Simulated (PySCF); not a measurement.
# Excitation energy of C²⁺ by level of theory

C²⁺ [He] 2s2 (1S) → C²⁺ [He] 2s1 3s1 (3S), as a difference of total energies. All numbers are calculated (PySCF 2.14, no relativity, point nucleus, in aug-cc-pwCVTZ (7s6p4d2f, 59 functions)). Correlated levels: valence: 1s2 frozen. The calculations carry no spin-orbit coupling.

```
           method  excitation energy (eV)
              UHF                  27.808
    MP2 (valence)                  28.900
SCS-MP2 (valence)                  29.227
   CCSD (valence)                  29.516
```

**Question.** How much does correlation contribute at MP2 (valence)?

**Answer.** 28.900 − (27.808) = 1.092 eV, measured against UHF.

The promoted electron is Rydberg-like, and one or two diffuse shells describe it only roughly, which tends to raise the upper state.

With two correlated electrons CCSD is exact in that space.
